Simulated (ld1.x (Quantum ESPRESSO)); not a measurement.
**platinum: excitation energies, all-electron against RRKJ**

```json
{
  "Element": "Pt",
  "Generator": "ld1.x (Quantum ESPRESSO) 7.5",
  "Type": "norm-conserving RRKJ (Kleinman–Bylander form)",
  "Functional": "PW91",
  "Relativity": "scalar-relativistic",
  "Frozen core": "[Xe] 4f14",
  "Valence charge": "10",
  "Reference configuration": "5d9 6s1 6p0",
  "Partial waves": "6s (bound): rc 2.30 bohr; 6p (bound, empty): rc 3.70 bohr; 5d (bound): rc 2.25 bohr",
  "Local potential": "all-electron potential smoothed inside 2.85 bohr (lloc = -1)",
  "Core correction": "a·sin(br)/r model core inside 1.80 bohr",
  "rho0": "0.02"
}
```

Energies are relative to the spin-unpolarised reference configuration 5d9 6s1 6p0; without spin polarisation the order of configurations can differ from experiment.

```tsv
valence configuration	charge	ΔE all-electron (eV)	error AE − PS (meV)
5d9 6s0 6p0	+1	9.272	-5.7
5d8 6s0 6p0	+2	29.315	-75
5d7 6s0 6p0	+3	61.612	-317
5d6 6s0 6p0	+4	107.348	-769
5d8 6s2 6p0	0	0.993	-15
5d9 6s0.5 6p0	+0.5	3.731	-1.9
```

What are ΔE and the potential's error for 5d8 6s1 6p1?

ΔE = 6.587 eV all-electron; the error (AE − PS) is -46 meV.

Levels in the configuration 5d8 6s1 6p1:

```
level  all-electron (eV)  pseudo (eV)
   5d            -10.005      -10.090
   6s             -7.962       -7.979
   6p             -2.127       -2.108
```

ld1.x printed “convergence not achieved” for 2 of the counted tests; their residual had stalled under 1e-8, short of the target of 1e-14.
